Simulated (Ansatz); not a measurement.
`[BH2][SbH][CH3]` + H₂Te → `[BH2][SbH][TeH]` + CH₄  (ligand exchange at the Sb–C bond)

Calculated with Ansatz (gas phase, PBE0-D4/def2-TZVP geometries, no zero-point term in ΔE). CCSD(T)/CBS adds triple-zeta CCSD(T) − MP2 to the extrapolated MP2 energy (def2 sets, frozen cores). This one scheme is used for every species. DFT in def2-TZVPP. B3LYP here is the variant with VWN-RPA as its local correlation; programs differ in this. Elements past krypton have def2 core potentials. For Sb, Te outer-core shells are correlated without core-valence functions, which leaves a few kJ/mol of doubt a bond.

`[BH2][SbH][CH3]`:

```xyz
9

B     1.188    1.054   -0.963
Sb    0.858   -0.105    0.874
C    -1.009   -1.072    0.374
H     0.952    0.568   -2.029
H     1.735    2.115   -0.910
H     0.213    1.180    1.789
H    -1.767   -0.343    0.095
H    -1.349   -1.651    1.232
H    -0.822   -1.746   -0.461
```

H₂Te:

Cartesian coordinates in Å:
```
Te -0.526 -0.265 -0.507
H -0.565 0.183 1.086
H 1.091 0.082 -0.579
```

`[BH2][SbH][TeH]`:

Cartesian coordinates in Å:
```
B 1.436 -0.090 -0.641
Sb -0.759 0.101 -0.776
Te -1.251 -0.378 1.887
H 1.913 -1.008 -0.047
H 2.130 0.660 -1.258
H -0.764 1.805 -0.701
H -2.705 -1.091 1.535
```

CH₄:

Cartesian coordinates in Å:
```
C 0.000 0.000 0.000
H 0.406 0.655 0.771
H 0.200 0.427 -0.982
H -1.076 -0.102 0.140
H 0.470 -0.980 0.072
```

| level | ΔE (kJ/mol) |
| --- | --- |
| B3LYP-D4 | -123.8 |
| HF/CBS(def2) | -121.4 |

(1) What does CCSD(T)/CBS give? (Estimate.)

(2) What do rigid-rotor, harmonic-oscillator terms from PBE0-D4/def2-TZVP frequencies (298.15 K, 1 bar) make of the CCSD(T)/CBS value? (Best estimate.)

Largest T1 diagnostic among the species: 0.015.

Results:

(1) Ansatz gave: -121.2 kJ/mol. The listed levels differ from it by -2.6, -0.2 kJ/mol.

(2) Computed: ΔZPE = +9.5 kJ/mol, ΔH = -110.6 kJ/mol, ΔS = -13 J/(mol·K), ΔG = -106.8 kJ/mol.

Leaving LDA and LC-ωPBE aside and taking each functional with its dispersion term where it has one, the values, not all of them listed here, spread over 15.9 kJ/mol, from BHLYP-D4 to B97M-V. LDA lies +4.8 kJ/mol from PBE without D4. The D4 term adds −3.7 kJ/mol with B3LYP and −2.0 kJ/mol with PBE0; it sums over pairs of atoms, weighted by their polarisabilities, and B3LYP, whose exchange is more repulsive, gets the larger term.
